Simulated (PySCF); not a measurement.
Electron correlation in Pd⁴⁴⁺ (palladium, charge +44)

1s2, closed-shell 1S. All numbers are calculated (PySCF 2.14, no relativity, point nucleus, in an even-tempered Gaussian basis (15 s from 83 bohr⁻², ratio 2.2; 7 p from 130 bohr⁻², ratio 2.4; 4 d from 380 bohr⁻², ratio 2.4; 3 f from 560 bohr⁻², ratio 2.4; 3 g from 850 bohr⁻², ratio 2.4)). Frozen: nothing; 2 electrons correlated; the 11 highest virtual orbitals of each spin left out.

With two correlated electrons CCSD is exact within the correlated space (frozen core and kept virtual orbitals).

```
level  correlation energy (mhartree)
 CCSD                         -45.76
```

Diagnostics: T1 = 1.0e-06, D1 = 0.0000, largest double amplitude 0.001.

Problem. Is a single reference adequate?

Solution. Yes, within this model without spin-orbit coupling: T1 lies below 0.03 and no double amplitude reaches 0.07.

At this charge a non-relativistic calculation is a model, useful for the Z dependence of the correlation energy.
